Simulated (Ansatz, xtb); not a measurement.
**Isomers of BF3H2NP in order of energy**

5 gas-phase structures of BF3H2NP, found in a search over its isomers (lower ones may exist). Each was relaxed with GFN2-xTB; where two conformers were screened, the lower at r2SCAN-D4/def2-SVP is listed:

A. `F[PH2+][N-]B(F)F`, a singlet
B. `FBN=[PH](F)F`, a singlet
C. `NB(F)P(F)F`, a singlet
D. `FPNB(F)F`, a singlet
E. `FBNP(F)F`, a singlet

Question: Make a reasoned guess at their ranking by r2SCAN-D4/def2-SVP single-point energy.

Answer: Calculated order at r2SCAN-D4/def2-SVP: D (0.0), E (18.6), A (19.8), C (30.6), B (40.9) kcal/mol.

Energies above the lowest of each column, in kcal/mol; the last columns are at PBE0-D3(BJ)/def2-SVP geometries and were run for some of them only (a dash: not run or not comparable):

```json
{"structure": "D", "GFN2-xTB": "3.4", "HF/STO-3G": "0.0", "r2SCAN-D4/def2-SVP": "0.0", "PBE0-D3(BJ)/def2-SVP": "0.0", "CCSD(T)/def2-SVP + ΔMP2/def2-TZVPP": "0.0"}
{"structure": "E", "GFN2-xTB": "0.0", "HF/STO-3G": "30.4", "r2SCAN-D4/def2-SVP": "18.6", "PBE0-D3(BJ)/def2-SVP": "18.9", "CCSD(T)/def2-SVP + ΔMP2/def2-TZVPP": "12.6"}
{"structure": "A", "GFN2-xTB": "20.1", "HF/STO-3G": "92.1", "r2SCAN-D4/def2-SVP": "19.8", "PBE0-D3(BJ)/def2-SVP": "20.4", "CCSD(T)/def2-SVP + ΔMP2/def2-TZVPP": "–"}
{"structure": "C", "GFN2-xTB": "26.1", "HF/STO-3G": "48.3", "r2SCAN-D4/def2-SVP": "30.6", "PBE0-D3(BJ)/def2-SVP": "–", "CCSD(T)/def2-SVP + ΔMP2/def2-TZVPP": "–"}
{"structure": "B", "GFN2-xTB": "26.7", "HF/STO-3G": "131.6", "r2SCAN-D4/def2-SVP": "40.9", "PBE0-D3(BJ)/def2-SVP": "–", "CCSD(T)/def2-SVP + ΔMP2/def2-TZVPP": "–"}
```

CCSD(T)/def2-SVP + ΔMP2/def2-TZVPP puts D lowest of those it was run on; GFN2-xTB picks E. Flexible structures stand in one conformer each, not always the lowest. Frequencies (PBE0-D3(BJ)/def2-SVP) were run for D, E alone. The ΔMP2 step shifts differences by up to 7.0 kcal/mol, which makes them less sure. ΔMP2 is the change of the MP2 energy from the smaller to the larger basis.

Over these structures GFN2-xTB departs from r2SCAN-D4/def2-SVP by 7.8 kcal/mol on average once a common shift is removed. A GFN2-xTB relaxation took about 0.11 s and the r2SCAN-D4/def2-SVP energy about 1.4 s on a shared host (Ansatz 0.2.0, xtb 6.7.1).
